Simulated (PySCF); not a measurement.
Estimate the missing entries of this data sheet.

Compound: C7H15 (doublet state).
Cartesian coordinates in Å at the PBE0-D3(BJ)/def2-SVP level; atoms count from 1:
```xyz
22
C7H15 angstrom
C      1.516   -1.025    1.025
C      0.928   -0.014    0.098
C      1.764    0.509   -1.023
C     -0.582    0.145    0.038
C     -1.165   -0.963   -0.861
C     -1.205    0.027    1.434
C     -0.973    1.507   -0.549
H      1.271   -0.823    2.082
H      2.612   -1.057    0.941
H      1.147   -2.051    0.820
H      1.623    1.590   -1.190
H      1.528    0.019   -1.991
H      2.835    0.341   -0.835
H     -0.931   -1.963   -0.463
H     -2.262   -0.877   -0.928
H     -0.761   -0.901   -1.883
H     -0.790    0.783    2.119
H     -1.036   -0.964    1.879
H     -2.294    0.182    1.380
H     -0.633    1.620   -1.589
H     -0.544    2.332    0.042
H     -2.068    1.623   -0.546
```

```tsv
property	level	value
rotational constants A, B, C	PBE0-D3(BJ)/def2-SVP	?
dipole moment	PBE0-D3(BJ)/def2-SVP	?
isotropic g value	unrestricted B3LYP/IGLO-III on C, pcH-1 on H, mean-field spin–orbit	?
spin squared ⟨S²⟩	unrestricted B3LYP/IGLO-III on C, pcH-1 on H	0.754
largest isotropic hyperfine couplings (means over sets of like nuclei)	unrestricted B3LYP/IGLO-III on C, pcH-1 on H	?
```

Electronic properties: PySCF, gas phase, density fitting. Couplings of like nuclei are plain means over topologically equivalent atoms, as if these changed places fast (by rotation of a methyl-like group, say); in this geometry the members of some sets differ.

Question: The largest isotropic hyperfine couplings (means over sets of like nuclei)?

Answer: 13C +113.4 (C2), 1H +70.8 (H8/H9/H10/H11/H12/H13), 13C -29.5 (C1/C3), 13C +23.6 (C5/C6/C7), 13C -23.2 (C4) MHz.

Question: Give the dipole moment.

Answer: 0.18 D.

Question: Give the rotational constants A, B, C.

Answer: 2.983, 2.222, 1.800 GHz.

Question: Give the isotropic g value.

Answer: 2.00265.

The rotational constants make it an asymmetric top with κ = (2B − A − C)/(A − C) = -0.29, nearer the prolate limit (−1). ⟨S²⟩ is 0.004 above the pure-spin value S(S + 1) = 0.75. g_iso is shifted by about +330 ppm from the free-electron value 2.002319. With B = h/(8π²I), that is 505.379 GHz u Å² over I, the principal moments of inertia are 169.4, 227.4 and 280.7 u Å² (most abundant isotopes); the inertial defect Ic − Ia − Ib is -116.1 u Å² (zero for a rigid planar frame, negative otherwise).
